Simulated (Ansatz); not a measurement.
Cost and result for the atomization energy of Br2ClHSn, SMILES `[Cl][SnH]([Br])[Br]` (5 atoms, 4 bonds).

The species carries charge 0 and has multiplicity 1. Correlated methods include outer-core shells of Br, Sn, which these sets cover unevenly. Scalar relativity is left out up to krypton. Sn: def2 effective core potential. The geometry is a stationary point of PBE0-D4/def2-TZVP. Program: Ansatz. All runs use 4 threads of an Arm Neoverse V2 on a shared host. Times are those of one run each, without the atoms' runs, and a repeat can differ threefold. Electronic energies, without spin–orbit coupling; frozen cores. CCSD(T)/CBS adds CCSD(T) − MP2 in def2-TZVPP to the MP2 limit, and its time is that of the two runs behind it. T1 = 0.009. With those shells the extrapolation isn't a true limit.

CCSD(T)/CBS is a level of theory with its own doubt, some kJ/mol a heavy atom from the limit and from the frozen cores, so smaller differences don't rank the functionals.

| level | functions | wall time |
| --- | --- | --- |
| LDA (SPW92)/def2-TZVPP | 202 | 1.2 s |
| BLYP-D4/def2-TZVPP | 202 | 2.1 s |
| PBE0-D4/def2-TZVPP | 202 | 3.7 s |
| BHLYP-D4/def2-TZVPP | 202 | 4.1 s |
| r2SCAN-D4/def2-TZVPP (with forces) | 202 | 6 s |
| B2PLYP/def2-TZVPP | 202 | 6 s |
| PBE-QIDH/def2-TZVPP | 202 | 6.5 s |
| r2SCANh-D4/def2-TZVPP | 202 | 7 s |
| CCSD(T)/def2-SVP | 113 | 9 s |
| ωB97M-V/def2-TZVPP (with forces) | 202 | 14 s |
| MP2/def2-QZVPP | 360 | 16 s |
| CCSD(T)/def2-TZVPP | 202 | 2.8 min |
| CCSD(T)/CBS(def2) | – | 3 min |

What atomization energy does each give, and how far from CCSD(T)/CBS? (Best estimate.)

Ansatz gave: 
| level | atomization (kcal/mol) | difference from CCSD(T)/CBS | per bond |
| --- | --- | --- | --- |
| LDA (SPW92)/def2-TZVPP | 330.7 | 38.4 | 9.6 |
| BLYP-D4/def2-TZVPP | 274.3 | -18.0 | -4.5 |
| PBE0-D4/def2-TZVPP | 283.6 | -8.7 | -2.2 |
| BHLYP-D4/def2-TZVPP | 271.8 | -20.5 | -5.1 |
| r2SCAN-D4/def2-TZVPP (with forces) | 287.8 | -4.5 | -1.1 |
| B2PLYP/def2-TZVPP | 273.7 | -18.6 | -4.6 |
| PBE-QIDH/def2-TZVPP | 283.2 | -9.1 | -2.3 |
| r2SCANh-D4/def2-TZVPP | 285.2 | -7.1 | -1.8 |
| CCSD(T)/def2-SVP | 255.0 | -37.3 | -9.3 |
| ωB97M-V/def2-TZVPP (with forces) | 281.2 | -11.1 | -2.8 |
| MP2/def2-QZVPP | 292.6 | 0.3 | 0.1 |
| CCSD(T)/def2-TZVPP | 274.7 | -17.6 | -4.4 |
| CCSD(T)/CBS(def2) | 292.3 | 0.0 | 0.0 |

At CCSD(T), def2-SVP lies −37.3 kcal/mol from the extrapolated value and def2-TZVPP −17.6 kcal/mol: correlation converges slowly with the basis, and small sets miss more of it in the bonded molecule than in its fragments. In def2-TZVPP, CCSD(T) changes the Hartree–Fock value by +76.6 kcal/mol (the triples alone add +7.8 kcal/mol) and MP2 by +84.0 kcal/mol; breaking electron pairs costs correlation energy, which Hartree–Fock lacks. The D4 term adds +7.7 kcal/mol with B3LYP and +4.1 kcal/mol with PBE0; it sums over pairs of atoms, weighted by their polarisabilities, and B3LYP, whose exchange is more repulsive, gets the larger term.

B3LYP here is the variant with VWN-RPA as its local correlation; programs differ in this.

Spin–orbit coupling would lower the free Sn atoms strongly, and the atomization energy with them, by more than many differences here. For some Ge, Se and Sn compounds the MP2-based and the directly extrapolated limit differ by 10 to 25 kJ/mol.
